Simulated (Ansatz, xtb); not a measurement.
# Relative energy of two isomers of C2H9NOSi2

Structure a is `C[SiH2]N([SiH3])C=O`, a singlet and structure b is `C[SiH2]N[SiH2]C=O`, a singlet. Both are isolated molecules in the gas phase, relaxed with B3LYP/def2-SVP; each stands in its lowest conformer found.

a (Å):

```json
{"atom": "C", "x (Å)": "-2.1508", "y (Å)": "-0.2684", "z (Å)": "-0.2716"}
{"atom": "C", "x (Å)": "0.8220", "y (Å)": "-1.8184", "z (Å)": "-1.3394"}
{"atom": "N", "x (Å)": "0.8512", "y (Å)": "-0.5343", "z (Å)": "-0.8344"}
{"atom": "O", "x (Å)": "0.0091", "y (Å)": "-2.6543", "z (Å)": "-0.9998"}
{"atom": "Si", "x (Å)": "-0.4087", "y (Å)": "-0.1931", "z (Å)": "0.4154"}
{"atom": "Si", "x (Å)": "2.0565", "y (Å)": "0.6662", "z (Å)": "-1.3489"}
{"atom": "H", "x (Å)": "-2.2707", "y (Å)": "0.4209", "z (Å)": "-1.1226"}
{"atom": "H", "x (Å)": "-2.3797", "y (Å)": "-1.2900", "z (Å)": "-0.6080"}
{"atom": "H", "x (Å)": "-2.8767", "y (Å)": "0.0185", "z (Å)": "0.5071"}
{"atom": "H", "x (Å)": "-0.0725", "y (Å)": "1.2002", "z (Å)": "0.8380"}
{"atom": "H", "x (Å)": "-0.2132", "y (Å)": "-1.1028", "z (Å)": "1.5748"}
{"atom": "H", "x (Å)": "2.8924", "y (Å)": "0.0199", "z (Å)": "-2.3981"}
{"atom": "H", "x (Å)": "1.3811", "y (Å)": "1.8703", "z (Å)": "-1.9068"}
{"atom": "H", "x (Å)": "2.9107", "y (Å)": "1.0821", "z (Å)": "-0.2025"}
{"atom": "H", "x (Å)": "1.6119", "y (Å)": "-2.0403", "z (Å)": "-2.0959"}
```

b (Å):

```tsv
atom	x (Å)	y (Å)	z (Å)
C	1.1240	0.5612	3.5896
C	-0.7174	-1.7955	0.5017
N	1.8342	-0.2080	0.7312
O	-1.0117	-1.4896	1.6370
Si	1.3313	1.0979	1.8014
Si	0.8790	-1.1320	-0.3774
H	0.8087	1.4105	4.2187
H	0.3576	-0.2269	3.6472
H	2.0672	0.1667	4.0024
H	0.0444	1.6093	1.2476
H	2.3552	2.1869	1.7282
H	2.7963	-0.5229	0.8362
H	0.3864	-0.3720	-1.5689
H	1.6673	-2.3042	-0.8616
H	-1.4011	-2.4839	-0.0787
```

**Question.** Which of the two would you expect CCSD(T)/def2-SVP + ΔMP2/def2-TZVPP electronic energies to favour?

**Answer.** Structure a; the calculation gives E(b) − E(a) = +55.4 kJ/mol.

The same difference at several levels:

```json
{"level": "B3LYP/def2-SVP", "geometry": "B3LYP/def2-SVP", "E(b) − E(a) (kJ/mol)": "+67.9", "departure from the last row (kJ/mol)": "+12.5", "job, with rough time for the two": "optimisation, 1.9 min"}
{"level": "HF/def2-SVP", "geometry": "B3LYP/def2-SVP", "E(b) − E(a) (kJ/mol)": "+67.2", "departure from the last row (kJ/mol)": "+11.8", "job, with rough time for the two": "part of the CCSD(T) run"}
{"level": "MP2/def2-SVP", "geometry": "B3LYP/def2-SVP", "E(b) − E(a) (kJ/mol)": "+75.2", "departure from the last row (kJ/mol)": "+19.8", "job, with rough time for the two": "part of the CCSD(T) run"}
{"level": "CCSD(T)/def2-SVP", "geometry": "B3LYP/def2-SVP", "E(b) − E(a) (kJ/mol)": "+71.3", "departure from the last row (kJ/mol)": "+15.9", "job, with rough time for the two": "single point"}
{"level": "CCSD(T)/def2-SVP + ΔMP2/def2-TZVPP", "geometry": "B3LYP/def2-SVP", "E(b) − E(a) (kJ/mol)": "+55.4", "departure from the last row (kJ/mol)": "", "job, with rough time for the two": "single point, 41 s"}
```

As drawn, b has 1 C–Si, 1 N–H in place of 1 C–N, 1 Si–H.

The levels shown agree on the order. The largest departure from CCSD(T)/def2-SVP + ΔMP2/def2-TZVPP is that of MP2/def2-SVP, 19.8 kJ/mol. Levels run at GFN2-xTB geometries aren't shown. The last row adds to CCSD(T) the change of the MP2 difference between the two basis sets, here −15.9 kJ/mol, a large step that makes the value less sure.

With thermal terms from frequencies at re-optimised GFN2-xTB minima (ideal gas, soft modes damped towards free rotors, one conformer each, 298.15 K, 1 atm): on the last row, ΔE + ΔZPE = +56.2, ΔH = +57.3, ΔG = +55.0 kJ/mol.

The correlated steps freeze 14 core orbitals. Codes used: Ansatz 0.2.0, xtb 6.7.1; the last row on 2 threads of Intel(R) Xeon(R) 6975P-C (Granite Rapids) on a shared host.
